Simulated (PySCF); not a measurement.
CoF₂, SMILES [F][Co+][F] (connectivity only; charge and spin as stated), charge +1, multiplicity 5. Atoms are numbered in the order given.

```xyz
3

Co     0.0000     0.0000     0.0000
F      0.0000     0.0000    -1.6895
F      0.0000     0.0000     1.6895
```
Charge +1, spin multiplicity 5.

Coordinates come from a PBE-D3(BJ)/def2-TZVP optimisation. The spin state was assumed, not searched.

Level of theory: PySCF with PBE-D3(BJ)/def2-TZVP.

Frequencies are harmonic and unscaled.

Modes within 1.5 cm⁻¹ of each other (mostly degenerate sets) share a row, with their intensities summed.

List the normal modes with their intensities. (The exact figures need the calculation; the answer reports its results.)


| mode | ν (cm⁻¹) | IR (km/mol) | moving atoms (share of kinetic energy) |
|---|---|---|---|
| 1–2 | 63 | 61.0 | F 61 %, Co 39 % |
| 3 | 654 | 0.0 | F 100 % |
| 4 | 828 | 72.4 | F 61 %, Co 39 % |
